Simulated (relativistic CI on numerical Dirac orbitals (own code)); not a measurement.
Pd23+: q coefficients and field-shift factors

Method of calculation: Dirac-Coulomb-Breit CI, KLI orbitals optimised for each configuration, derivatives by finite differences, unscaled Slater integrals, QED left out (own radial code, finite nucleus).

Configurations in the expansion (outside the closed core [Ne]): 3s2 3p6 3d5, 3s2 3p5 3d6, 3s2 3p4 3d7, 3s 3p6 3d6, 3p6 3d7, 3s 3p5 3d7, 3s2 3p6 3d4 4s, 3s2 3p6 3d3 4s2. Levels of other configurations are missing.

With x = (α/α₀)² − 1 an excitation energy changes as ω = ω₀ + qx; K = 2q/ω₀ is the relative enhancement. Terms are leading LS components, so labels can repeat. The field-shift factor is F = δν/δ⟨r²⟩ for the transition from the lowest level.

Lowest level 3s2 3p6 3d5 6S_5/2.

| Level | ω₀ (cm⁻¹) | q (cm⁻¹) | K | F (GHz/fm²) |
| --- | --- | --- | --- | --- |
| 3s2 3p6 3d5 4G_5/2 | 90428.3 | -39840 | -0.881 | -0.138 |
| 3s2 3p6 3d5 4G_7/2 | 116447.7 | -5240 | -0.09 | 0.118 |
| 3s2 3p6 3d5 4P_3/2 | 117719.5 | -6234 | -0.106 | 0.0564 |
| 3s2 3p6 3d5 4G_11/2 | 120530.1 | 1535 | 0.0255 | 0.187 |
| 3s2 3p6 3d5 4G_5/2 | 122566.0 | 10640 | 0.174 | 0.19 |
| 3s2 3p6 3d5 4G_9/2 | 126403.6 | 11160 | 0.177 | 0.241 |
| 3s2 3p6 3d5 4P_1/2 | 131259.0 | 9605 | 0.146 | 0.162 |
| 3s2 3p6 3d5 4D_7/2 | 151552.9 | 24580 | 0.324 | 0.289 |
| 3s2 3p6 3d5 4D_5/2 | 158853.3 | 15310 | 0.193 | 0.247 |
| 3s2 3p6 3d5 4D_1/2 | 169973.9 | 43960 | 0.517 | 0.399 |
| 3s2 3p6 3d5 4D_3/2 | 173319.0 | 41840 | 0.483 | 0.406 |
| 3s2 3p6 3d5 2I_11/2 | 175726.1 | 18000 | 0.205 | 0.385 |
| 3s2 3p6 3d5 2F_7/2 | 182922.2 | -537.6 | -0.00588 | 0.161 |

At this charge energies of transitions that change n are usually good to better than 1 %, and those within a shell (Δn = 0) to a few per cent. Terms inside the open d or f shell come out 10 to 20 % too wide with unscaled integrals.
